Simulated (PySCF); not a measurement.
**Hg: excitation energy**

Hg [Xe] 4f14 5d10 6s2 (1S) → Hg [Xe] 4f14 5d9 6s2 6p1 (high-spin determinant), as a difference of total energies. Computed with PySCF 2.14 in ANO-RCC-VTZP (8s7p5d3f1g, 84 functions), with scalar relativity by spin-free X2C-1e. Correlated levels: valence: [Xe] 4f14 frozen; valence and next inner shell: [Kr] 4d10 4f14 frozen. The calculations carry no spin-orbit coupling.

```tsv
method	excitation energy (cm⁻¹)
UHF	69866
LDA	80156
PBE	78088
PBE0	77312
r2SCAN	77497
MP2 (valence)	82455
SCS-MP2 (valence)	81651
MP2 (valence and next inner shell)	81421
SCS-MP2 (valence and next inner shell)	80369
```

A first-order spin-orbit estimate (lowest level to lowest level, LS coupling) adds -0.506 eV.

The basis was made for the ground configuration and has no added diffuse functions, so the excitation energy can come out too high.

The determinant of the upper state mixes LS terms, which raises its energy above the lowest term, most at the Hartree-Fock and MP2 levels.
